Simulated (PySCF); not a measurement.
# Manganese: a sound run and one with changed settings

Sound run: Mn [Ar] 3d5 4s2, Mn⁺ [Ar] 3d5 4s1. Computed with PySCF 2.14 in cc-pVTZ, with the non-relativistic Hamiltonian (point nucleus). The sound run starts from symmetry-adapted Hartree-Fock orbitals and uses a fine grid where one is needed.

Changed run: initial guess 1e, at most 5 SCF cycles. This setting is unsound on purpose.

| species | method | sound run (hartree) | changed run (hartree) | converged |
| --- | --- | --- | --- | --- |
| Mn | UHF | -1149.86867 | -1149.74514 | no |
| Mn | LDA | -1148.62819 | -1148.47602 | no |
| Mn | TPSS | -1151.01638 | -1150.88539 | no |
| Mn⁺ | UHF | -1149.64916 | -1149.64823 | no |
| Mn⁺ | LDA | -1148.35275 | -1148.34854 | no |
| Mn⁺ | TPSS | -1150.75786 | -1150.75387 | no |

The SCF was stopped early; the energies are upper bounds that still move, and correlated levels were skipped or rest on poor orbitals.
